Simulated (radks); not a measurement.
The numbers below are computed, except where a source is named.
Eu, 63 electrons, occupied as [Xe] 4f7 6s2 (the NIST ground configuration). Code: a radial shooting solver on a logarithmic mesh with Libxc functionals. Model: scalar-relativistic Kohn-Sham, r2SCAN, spin-polarised, spherical densities, finite nucleus; open shells are filled with parallel spins first (spin-orbit coupling, left out, can overturn this in heavy ions); meta-GGA in the generalised Kohn-Sham scheme; Fermi nuclear charge, rms radius 5.1115 fm; hard spherical wall at 1.5 bohr. Some entries of the table are withheld. Estimate them.

orbital  occ.  eigenvalue (eV)  <1/r> (bohr^-1)
1s down     1        -48232.14            70.21
1s up       1        -48232.12            70.21
2s down     1        -7783.251            16.28
2s up       1        -7783.217            16.28
2p down     3        -6909.298            15.23
2p up       3        -6909.273            15.23
3s up       1        -1585.690            5.957
3s down     1        -1582.685            5.965
3p up       3        -1312.564            5.598
3p down     3        -1309.561            5.605
3d up       5        -945.8068            5.301
3d down     5        -943.4724            5.308
4s up       1        -209.6903            2.416
4s down     1        -201.3164            2.420
4p up       3        -122.6201            2.206
4p down     3        -114.1579            2.208
4d up       5           0.2671            1.933
4d down     5           8.6347            1.931
5s up       1         127.7626            1.523
5s down     1         133.3570            1.511
4f up       7         139.4099            1.592
4f down     0         147.4728            1.587
5p up       3         174.2719            1.549
5p down     3         179.4384            1.539
5d up       0         246.7230            1.609
5d down     0         251.6029            1.603
6s up       1         525.0394            1.833
6s down     1         530.0218            1.835
6p up       0              (1)            1.842
6p down     0              (2)            1.843
7s up       0         1091.442            2.048
7s down     0         1097.621            2.051

Answer. 
(1) 6p up eigenvalue (eV): 576.9032
(2) 6p down eigenvalue (eV): 581.9359
